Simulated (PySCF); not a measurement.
# A survey of 17O NMR shifts

Computed data (PySCF 2.14.0 with density-fitted response routines): σ from GIAO-PBE0/pcSseg-1, geometry: GFN2-xTB. A single conformation, no solvent model, equivalent nuclei averaged, no relativistic terms.

Shieldings were converted by a linear fit to measured shifts: 17O (scatter 10.7 ppm rms, 12.2 ppm with the 3 outliers that the fit left out vs liquid water, solution or neat liquid). A few per cent of atoms miss by over 2 rms, more outside the fitted compound classes.

Task: Give the 17O shifts of `C[SiH2]O[Si@@H](P)O[SiH3]`, `C[SiH2]O[SiH2]O[SiH2]P`, `O=CN1[SiH2]CC[SiH2]1`, `O=CN1[SiH2]CC[SiH2]1`, `COC[SiH2][SiH2]C(C)=O`, `C[Si@@]([SiH3])(P)O[SiH2]O`, `CCO[SiH2]N(C)C(C)=O`.

Result: 
| compound | environment | δ (ppm) |
| --- | --- | --- |
| [CH3:1][SiH2:2][O:3][Si@@H:4]([PH2:5])[O:6][SiH3:7] | O3: oxygen bonded to 2 Si | 35.6 |
| [CH3:1][SiH2:2][O:3][Si@@H:4]([PH2:5])[O:6][SiH3:7] | O6: oxygen bonded to 2 Si | 15.8 |
| [CH3:1][SiH2:2][O:3][SiH2:4][O:5][SiH2:6][PH2:7] | O5: oxygen bonded to 2 Si | 20.7 |
| [CH3:1][SiH2:2][O:3][SiH2:4][O:5][SiH2:6][PH2:7] | O3: oxygen bonded to 2 Si | 18.2 |
| O=CN1[SiH2]CC[SiH2]1 | amide-type carbonyl oxygen | 404.7 |
| O=CN1[SiH2]CC[SiH2]1 | amide-type carbonyl oxygen | 404.8 |
| [CH3:1][O:2][CH2:3][SiH2:4][SiH2:5][C:6]([CH3:7])=[O:8] | O8: carbonyl oxygen | 693.1 |
| [CH3:1][O:2][CH2:3][SiH2:4][SiH2:5][C:6]([CH3:7])=[O:8] | O2: ether oxygen | -27.4 |
| [CH3:1][Si@@:2]([SiH3:3])([PH2:4])[O:5][SiH2:6][OH:7] | O5: oxygen bonded to 2 Si | 38.2 |
| [CH3:1][Si@@:2]([SiH3:3])([PH2:4])[O:5][SiH2:6][OH:7] | O7: oxygen bonded to Si, H | 15.8 |
| [CH3:1][CH2:2][O:3][SiH2:4][N:5]([CH3:6])[C:7]([CH3:8])=[O:9] | O9: amide-type carbonyl oxygen | 345.9 |
| [CH3:1][CH2:2][O:3][SiH2:4][N:5]([CH3:6])[C:7]([CH3:8])=[O:9] | O3: oxygen bonded to C, Si | 3.3 |
